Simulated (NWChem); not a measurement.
# TaCl₄, doublet; SMILES [Cl][Ta]([Cl])([Cl])[Cl]

In the optimisation the excess spin sits in a1 (D2d, its own frame). No frequency run checked for a minimum. This spin state was assumed; another may lie lower. def2 effective core potentials on Ta; no spin-orbit coupling.

**Question.** Give the equilibrium geometry at PBE0/def2-SVP with def2 effective core potentials on Ta, spin-unrestricted (NWChem) as a list of bonds and angles, with the point group.

**Answer.** point group D2d; any orientation.
Bonded distances (Å): Ta1–Cl2 2.292, Ta1–Cl3 2.292, Ta1–Cl4 2.292, Ta1–Cl5 2.292. Bond angles (°): Cl2–Ta1–Cl3 126.5, Cl2–Ta1–Cl4 101.7, Cl2–Ta1–Cl5 101.7, Cl3–Ta1–Cl4 101.7, Cl3–Ta1–Cl5 101.7, Cl4–Ta1–Cl5 126.5.
